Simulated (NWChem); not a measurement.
System: AlH3S; SMILES [AlH2][SH]

The following NWChem deck was run.

```
start job
memory heap 200 mb stack 900 mb global 1100 mb
geometry units angstroms noautoz
  Al     0.138606    -1.155219     0.054463
  H      1.349849    -2.007715    -0.502614
  H     -1.299145    -1.734423     0.385028
  S      0.524938     0.972401     0.375561
  H     -0.720223     1.247508     0.823760
end
basis spherical
  * library def2-svp
end
dft
  xc b3lyp
  iterations 150
  mulliken
end
task dft energy
```

Parts of the log:

```
             Northwest Computational Chemistry Package (NWChem) 7.3.0
             --------------------------------------------------------

 CS  symmetry detected

                             Geometry "geometry" -> ""
                             -------------------------

 Output coordinates in angstroms (scale by  1.889725989 to convert to a.u.)

  No.       Tag          Charge          X              Y              Z
 ---- ---------------- ---------- -------------- -------------- --------------
    1 Al                  13.0000     0.01736261    -1.11970679     0.00000000
    2 H                    1.0000     1.42279290    -1.84700281     0.00000000
    3 H                    1.0000    -1.38427135    -1.85950451     0.00000000
    4 S                   16.0000     0.06352665     1.06592632     0.00000000
    5 H                    1.0000    -1.28066186     1.20787448     0.00000000

 Effective nuclear repulsion energy (a.u.)      73.6006027760

      Symmetry information
      --------------------

 Group name             Cs
 Group number              2
 Group order               2
 No. of unique centers     5

                                 NWChem DFT Module
                                 -----------------

 Summary of "ao basis" -> "ao basis" (spherical)
 ------------------------------------------------------------------------------
       Tag                 Description            Shells   Functions and Types
 ---------------- ------------------------------  ------  ---------------------
 Al                         def2-svp                 8       18   4s3p1d
 H                          def2-svp                 3        5   2s1p
 S                          def2-svp                 8       18   4s3p1d

      Symmetry analysis of basis
      --------------------------

        a'         38
        a"         13

            General Information
            -------------------
          SCF calculation type: DFT
          Wavefunction type:  closed shell.
          No. of atoms     :     5
          No. of electrons :    32
           Alpha electrons :    16
            Beta electrons :    16
          Charge           :     0
          Spin multiplicity:     1
          Use of symmetry is: on ; symmetry adaption is: on
          Maximum number of iterations: 150
          AO basis - number of functions:    51
                     number of shells:    25
          Convergence on energy requested:  1.00D-06
          Convergence on density requested:  1.00D-05
          Convergence on gradient requested:  5.00D-04

              XC Information
              --------------
                         B3LYP Method XC Potential
                     Hartree-Fock (Exact) Exchange  0.200
                        Slater Exchange Functional  0.800 local
                    Becke 1988 Exchange Functional  0.720 non-local
              Lee-Yang-Parr Correlation Functional  0.810
                  VWN I RPA Correlation Functional  0.190 local

             Grid Information
             ----------------
          Grid used for XC integration:  medium
          Radial quadrature: Mura-Knowles
          Angular quadrature: Lebedev.
          Tag              B.-S. Rad. Rad. Pts. Rad. Cut. Ang. Pts.
          ---              ---------- --------- --------- ---------
          Al                  1.25       88           9.0       590
          H                   0.35       45          11.0       434
          S                   1.00       88          10.0       590
          Grid pruning is: on
          Number of quadrature shells:   311
          Spatial weights used:  Erf1

      Superposition of Atomic Density Guess
      -------------------------------------

 Sum of atomic energies:        -640.63657269

      Non-variational initial energy
      ------------------------------

 Total energy =    -640.948876
 1-e energy   =   -1033.784958
 2-e energy   =     319.235479
 HOMO         =      -0.338238
 LUMO         =       0.003367

      Symmetry analysis of molecular orbitals - initial
      -------------------------------------------------

  Numbering of irreducible representations:

     1 a'          2 a"

  Orbital symmetries:

     1 a'          2 a'          3 a'          4 a'          5 a'
     6 a"          7 a'          8 a'          9 a'         10 a"
    11 a'         12 a'         13 a'         14 a'         15 a'
    16 a"         17 a"         18 a'         19 a'         20 a'
    21 a'         22 a'         23 a'         24 a'         25 a"
    26 a'

     ---------------------------------------------
      Total Density - Mulliken Population Analysis
     ---------------------------------------------

    Atom       Charge   Shell Charges
 -----------   ------   -------------------------------------------------------
    1 Al  13    12.22   2.00  1.99  0.93  0.19  5.93  0.61  0.46  0.10
    2 H    1     1.21   0.71  0.49  0.01
    3 H    1     1.21   0.71  0.50  0.01
    4 S   16    16.58   2.00  1.99  1.21  0.63  5.94  1.85  2.93  0.02
    5 H    1     0.78   0.57  0.18  0.03

   convergence    iter        energy       DeltaE   RMS-Dens  Diis-err
 ---------------- ----- ----------------- --------- --------- ---------
 d= 0,ls=0.0,diis     1   -642.2607125340 -7.16D+02  1.29D-02  1.86D-01
 d= 0,ls=0.0,diis     2   -642.2723459008 -1.16D-02  7.99D-03  8.24D-02
 d= 0,ls=0.0,diis     3   -642.2854057668 -1.31D-02  2.53D-03  1.35D-02
 d= 0,ls=0.0,diis     4   -642.2877650408 -2.36D-03  3.43D-04  3.22D-04
 d= 0,ls=0.0,diis     5   -642.2878165907 -5.15D-05  5.18D-05  4.46D-06
 d= 0,ls=0.0,diis     6   -642.2878174035 -8.13D-07  1.80D-05  4.71D-07
 d= 0,ls=0.0,diis     7   -642.2878175003 -9.67D-08  2.88D-06  2.48D-08

         Total DFT energy =     -642.287817500277
      One electron energy =    -1035.235623896167
           Coulomb energy =      364.832891513349
    Exchange-Corr. energy =      -45.485687893455
 Nuclear repulsion energy =       73.600602775996

 Numeric. integr. density =       32.000003574200

                  Occupations of the irreducible representations
                  ----------------------------------------------

                     irrep           alpha         beta
                     --------     --------     --------
                     a'               13.0         13.0
                     a"                3.0          3.0

                       DFT Final Molecular Orbital Analysis
                       ------------------------------------

 Vector   14  Occ=2.000000D+00  E=-3.159652D-01  Symmetry=a'
              MO Center=  5.5D-01, -1.2D+00,  5.8D-16, r^2= 3.2D+00
   Bfn.  Coefficient  Atom+Function         Bfn.  Coefficient  Atom+Function
  ----- ------------  ---------------      ----- ------------  ---------------
    19      0.370263  2 H  s                 40      0.234899  4 S  py
     8      0.226156  1 Al px                20      0.224114  2 H  s
    37      0.193016  4 S  py                24     -0.185090  3 H  s
    11      0.166605  1 Al px                 5     -0.138357  1 Al px
     9     -0.123279  1 Al py                25     -0.109491  3 H  s

 Vector   15  Occ=2.000000D+00  E=-3.051210D-01  Symmetry=a'
              MO Center= -3.6D-01, -5.6D-02, -4.7D-15, r^2= 3.8D+00
   Bfn.  Coefficient  Atom+Function         Bfn.  Coefficient  Atom+Function
  ----- ------------  ---------------      ----- ------------  ---------------
    40      0.398526  4 S  py                37      0.315012  4 S  py
    24      0.289769  3 H  s                 25      0.225638  3 H  s
    34      0.179765  4 S  py                 9     -0.177369  1 Al py
    32      0.159637  4 S  s                 39      0.158451  4 S  px
    36      0.127288  4 S  px                31      0.126367  4 S  s

 Vector   16  Occ=2.000000D+00  E=-2.735902D-01  Symmetry=a"
              MO Center=  3.9D-02,  8.6D-01,  4.9D-15, r^2= 1.8D+00
   Bfn.  Coefficient  Atom+Function         Bfn.  Coefficient  Atom+Function
  ----- ------------  ---------------      ----- ------------  ---------------
    41      0.608922  4 S  pz                38      0.428817  4 S  pz
    35      0.246040  4 S  pz                13      0.142125  1 Al pz
    10      0.103550  1 Al pz                 7     -0.062116  1 Al pz
    15      0.051428  1 Al d -1              43     -0.028116  4 S  d -1

 Vector   17  Occ=0.000000D+00  E=-5.555662D-02  Symmetry=a"
              MO Center=  1.5D-02, -1.0D+00,  5.0D-15, r^2= 4.0D+00
   Bfn.  Coefficient  Atom+Function         Bfn.  Coefficient  Atom+Function
  ----- ------------  ---------------      ----- ------------  ---------------
    13      0.773847  1 Al pz                10      0.346242  1 Al pz
    41     -0.344609  4 S  pz                 7     -0.187827  1 Al pz
    38     -0.164382  4 S  pz                35     -0.094608  4 S  pz
    43     -0.040865  4 S  d -1

 Vector   18  Occ=0.000000D+00  E= 9.694170D-03  Symmetry=a'
              MO Center= -3.3D-01,  2.2D-01,  2.1D-15, r^2= 5.0D+00
   Bfn.  Coefficient  Atom+Function         Bfn.  Coefficient  Atom+Function
  ----- ------------  ---------------      ----- ------------  ---------------
    32      1.064054  4 S  s                  4     -0.869052  1 Al s
    48     -0.796715  5 H  s                 12     -0.744712  1 Al py
    39     -0.523747  4 S  px                40     -0.283702  4 S  py
    20      0.264573  2 H  s                 11     -0.248331  1 Al px
    31      0.246943  4 S  s                 47     -0.198924  5 H  s

 Vector   19  Occ=0.000000D+00  E= 2.494572D-02  Symmetry=a'
              MO Center= -2.8D-01, -6.7D-01, -7.2D-16, r^2= 4.6D+00
   Bfn.  Coefficient  Atom+Function         Bfn.  Coefficient  Atom+Function
  ----- ------------  ---------------      ----- ------------  ---------------
     4      1.138910  1 Al s                 25     -1.020934  3 H  s
     3      0.650660  1 Al s                 48     -0.624043  5 H  s
    20     -0.492424  2 H  s                 40      0.432375  4 S  py
    11     -0.395988  1 Al px                39     -0.380653  4 S  px
     2      0.263155  1 Al s                 24     -0.210220  3 H  s

     ---------------------------------------------
      Total Density - Mulliken Population Analysis
     ---------------------------------------------

    Atom       Charge   Shell Charges
 -----------   ------   -------------------------------------------------------
    1 Al  13    12.50   2.00  1.98  0.97  0.11  5.92  0.84  0.53  0.14
    2 H    1     1.16   0.72  0.43  0.01
    3 H    1     1.17   0.72  0.44  0.01
    4 S   16    16.26   2.00  1.98  1.26  0.60  5.93  1.83  2.63  0.04
    5 H    1     0.92   0.71  0.18  0.03

     -------------------------------------------
      Total Density - Lowdin Population Analysis
     -------------------------------------------

    Atom       Charge   Shell Charges
 -----------   ------   -------------------------------------------------------
    1 Al  13    12.70   2.00  1.94  0.66  0.32  5.81  0.95  0.79  0.23
    2 H    1     1.14   0.63  0.49  0.01
    3 H    1     1.15   0.63  0.50  0.01
    4 S   16    16.00   2.00  1.95  0.98  0.67  5.81  1.90  2.64  0.05
    5 H    1     1.01   0.62  0.31  0.08

     Multipole analysis of the density
     ---------------------------------

     L   x y z        total         alpha         beta         nuclear
     -   - - -        -----         -----         ----         -------
     0   0 0 0     -0.000000    -16.000000    -16.000000     32.000000

     1   1 0 0     -0.357068     -0.178534     -0.178534      0.000000
     1   0 1 0     -0.176092     -0.088046     -0.088046      0.000000
     1   0 0 1     -0.000000     -0.000000     -0.000000      0.000000

     2   2 0 0    -21.512701    -20.843055    -20.843055     20.173409
     2   1 1 0     -1.192270      0.778761      0.778761     -2.749792
     2   1 0 1      0.000000      0.000000      0.000000      0.000000
     2   0 2 0    -22.449973    -87.656445    -87.656445    152.862917
     2   0 1 1     -0.000000     -0.000000     -0.000000      0.000000
     2   0 0 2    -19.457750     -9.728875     -9.728875      0.000000
```

Level: B3LYP/def2-SVP. All runs use the structure optimised with PBE0/def2-SVP. B3LYP is NWChem's, with the RPA form of VWN correlation.
